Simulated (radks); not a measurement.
Question: Neutral lanthanum: order these configurations by energy. Calculated with a radial shooting solver on a logarithmic mesh with Libxc functionals: Dirac Kohn-Sham, relativistic LDA (MacDonald-Vosko exchange, VWN5 correlation), spin-unpolarised, spherical densities, finite nucleus; Fermi nuclear charge, rms radius of each element as measured or else 0.836 A^(1/3) + 0.57 fm. Sub-shells are occupied by j as written (lower j first in brackets). [Xe] 4f(5/2: 1, 7/2: 0) 6s2; [Xe] 5d(3/2: 1, 5/2: 0) 6s1 6p(1/2: 1, 3/2: 0); [Xe] 5d(3/2: 1, 5/2: 0) 6s2; [Xe] 5d(3/2: 2, 5/2: 0) 6s1; [Xe] 6s2 6p(1/2: 1, 3/2: 0).

Answer: From the lowest, in eV above it: [Xe] 5d(3/2: 1, 5/2: 0) 6s2 0.000; [Xe] 4f(5/2: 1, 7/2: 0) 6s2 0.505; [Xe] 5d(3/2: 2, 5/2: 0) 6s1 0.718; [Xe] 5d(3/2: 1, 5/2: 0) 6s1 6p(1/2: 1, 3/2: 0) 2.300; [Xe] 6s2 6p(1/2: 1, 3/2: 0) 2.345.
